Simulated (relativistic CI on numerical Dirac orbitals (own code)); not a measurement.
**Slater and spin-orbit integrals, Ho LIII**

These numbers are calculated, not measured: Dirac-Coulomb-Breit CI, KLI orbitals optimised for each configuration, model QED (radiative potential, 1s self-energy scaled to tabulated hydrogen-like ionisation energies), unscaled Slater integrals (own radial code, finite nucleus).

Slater integrals F^k, G^k are unscaled and averaged over j, outside the closed core [Ne]; ζ comes from projecting the Hamiltonian with its Breit term on Σ l·s of the shell.

- 3s²3p³: F^2(3p,3p) = 477910, ζ(3p) = 1.1967e+06 cm⁻¹; <r>(3p) = 0.205, <r^2>(3p) = 0.04866 (bohr units).
- 3s3p⁴: F^2(3p,3p) = 477690, G^1(3s,3p) = 604600, ζ(3p) = 1.1964e+06 cm⁻¹; <r>(3s) = 0.2103, <r^2>(3s) = 0.05051, <r>(3p) = 0.2051, <r^2>(3p) = 0.0487 (bohr units).
- 3s²3p²3d: F^2(3p,3p) = 477560, ζ(3p) = 1.1956e+06, F^2(3p,3d) = 481830, G^1(3p,3d) = 498370, G^3(3p,3d) = 337420, ζ(3d) = 163030 cm⁻¹; <r>(3p) = 0.2052, <r^2>(3p) = 0.04873, <r>(3d) = 0.1813, <r^2>(3d) = 0.03787 (bohr units).

Averages of the first 10 configurations, taken without configuration mixing, which lowers the lowest level and can move excited configurations by several eV; other configurations of the list can lie among them:

```json
{"Configuration": "3s²3p³", "Parity": "odd", "States": "20", "Average energy above the lowest level (eV)": "227.2"}
{"Configuration": "3s3p⁴", "Parity": "even", "States": "30", "Average energy above the lowest level (eV)": "538.3"}
{"Configuration": "3s²3p²3d", "Parity": "even", "States": "150", "Average energy above the lowest level (eV)": "539.9"}
{"Configuration": "3p⁵", "Parity": "odd", "States": "6", "Average energy above the lowest level (eV)": "870.2"}
{"Configuration": "3s3p³3d", "Parity": "odd", "States": "400", "Average energy above the lowest level (eV)": "842.1"}
{"Configuration": "3p⁴3d", "Parity": "even", "States": "150", "Average energy above the lowest level (eV)": "1165.0"}
{"Configuration": "3s3p²3d²", "Parity": "even", "States": "1350", "Average energy above the lowest level (eV)": "1153.9"}
{"Configuration": "3s²3p3d4p", "Parity": "even", "States": "360", "Average energy above the lowest level (eV)": "2783.1"}
{"Configuration": "3p⁴4s", "Parity": "even", "States": "30", "Average energy above the lowest level (eV)": "2975.3"}
{"Configuration": "3s3p²3d4s", "Parity": "even", "States": "600", "Average energy above the lowest level (eV)": "2952.0"}
```
